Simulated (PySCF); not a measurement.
Species: C₉H₈F₄.
Structure used (PBE0-D3(BJ)/def2-SVP), in Å, numbered top down from 1:
```
atom  x, y, z in Å
C1    -3.459    0.673    0.789
C2    -2.374    1.243    0.248
C3    -1.048    0.637    0.143
C4    -0.036    1.322   -0.420
C5     1.355    0.813   -0.577
F6     1.719    0.889   -1.915
C7     1.528   -0.592   -0.085
C8     2.895   -1.194   -0.245
F9     3.031   -2.329    0.448
F10    3.836   -0.345    0.190
F11    3.175   -1.472   -1.518
C12    0.538   -1.279    0.492
C13   -0.839   -0.749    0.675
H14   -3.445   -0.333    1.217
H15   -4.413    1.203    0.821
H16   -2.457    2.256   -0.162
H17   -0.211    2.329   -0.808
H18    2.063    1.472   -0.039
H19    0.740   -2.288    0.861
H20   -1.554   -1.441    0.193
H21   -1.103   -0.785    1.748
```

Theory: TDDFT B3LYP/def2-SVPD, vertical, gas phase, core orbitals frozen in the response (PySCF 2.14.0, density-fitted response routines).

Orbital energies (eV): HOMO-3 -9.48, HOMO-2 -9.19, HOMO-1 -8.09, HOMO -7.04, LUMO -1.65, LUMO+1 -1.08, LUMO+2 0.15.

**Question.** Among the lowest singlets, which states do these configurations lead, and at what energies: HOMO→LUMO+1, HOMO-1→LUMO, HOMO→LUMO, HOMO→LUMO+2?

**Answer.** 

```tsv
state	leading configuration	weight	Δε (eV)	E (eV)	E − Δε (eV)	f	other configurations
S1	HOMO→LUMO+1	0.88	5.96	5.11	-0.85	0.043	H→L (12%)
S2	HOMO→LUMO	0.80	5.39	5.47	+0.08	0.410	H→L+1 (11%)
S3	HOMO-1→LUMO	0.96	6.44	5.63	-0.81	0.019	–
S4	HOMO→LUMO+2	0.96	7.19	6.35	-0.84	0.0081	–
```

E − Δε runs from -0.85 to +0.08 eV. By orbital difference alone the order would be S2, S1, S3, S4. Δε is the difference of the two orbital energies.

H and L stand for HOMO and LUMO. The other states: S5 6.63 eV, f 0.0046, H-2→L (53%), H-3→L (34%), H→L+5 (9%); S6 6.76 eV, f 0.065, H-3→L (44%), H-1→L+1 (17%), H→L+5 (14%); S7 6.81 eV, f 0.353, H-1→L+1 (55%), H→L+5 (11%), H-2→L+1 (8%); S8 6.84 eV, f 0.0089, H→L+3 (80%); S9 7.07 eV, f 0.018, H→L+4 (88%); S10 7.12 eV, f 0.012, H-3→L+1 (57%), H-2→L+1 (34%).

**Question.** Which computed triplets share their leading configuration (75% or more) with a singlet, and how far apart are the partners?

**Answer.** 

```tsv
configuration	triplet	E(T) (eV)	singlet	E(S) (eV)	E(S) − E(T) (eV)
HOMO→LUMO	T1	3.19	S2	5.47	+2.28
HOMO→LUMO+1	T4	5.08	S1	5.11	+0.03
```

The 4 triplets are Tamm–Dancoff values, the singlets full response.

Summed over the main configurations (up to three a state, each over 8%) of all 10 singlets, the electron leaves HOMO with weight 4.89, HOMO-1 with weight 1.69, HOMO-3 with weight 1.34 and HOMO-2 with weight 0.96.

The run took 76 s wall, 2.9 min CPU on 2 threads of an AMD EPYC 7R43, shared host, and the process peaked at 1.9 GiB of memory.

One conformer stands for the species.
